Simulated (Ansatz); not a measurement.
CH$_{5}$FSn (`F[CH2][SnH3]`) at its PBE0-D4/def2-TZVP geometry, where that method's forces vanish. Total charge 0; spin multiplicity 1. Sn: def2 effective core potential.

```xyz
8

F    -1.0294    1.5480   -0.8712
C     0.1918    0.9958   -0.5168
Sn   -0.1127   -0.9090    0.4749
H     0.7076    1.6962    0.1450
H     0.7877    0.8666   -1.4238
H    -0.9178   -1.9747   -0.5843
H     1.4145   -1.5530    0.8921
H    -1.0418   -0.6699    1.8840
```

What forces (eV/Å) does r2SCAN-D4/def2-TZVPP give on these atoms in Ansatz? (Estimate.)

Computed: 
```
F1  -0.296  0.124 -0.081
C2   0.307 -0.062  0.048
Sn3 -0.010 -0.078  0.041
H4   0.000  0.002  0.002
H5   0.000 -0.001 -0.003
H6   0.004  0.012  0.008
H7  -0.010  0.002 -0.002
H8   0.005  0.001 -0.014
```
